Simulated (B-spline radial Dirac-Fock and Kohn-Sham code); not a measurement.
Calculated with a radial finite-basis atomic code, using Dirac-Fock energy differences between relaxed states, corrected for Breit and QED terms. Free neutral atoms.

Q: Order these X-ray lines by photon energy, lowest first.
A. Re Mζ1
B. Co Lβ6
C. Ni Lγ5
D. Rb Lβ3
E. Ta Mα1
F. Cu Lα2

A: B (787.0 eV), C (878.8 eV), F (931.2 eV), A (1431.9 eV), E (1712.2 eV), D (1829.6 eV).
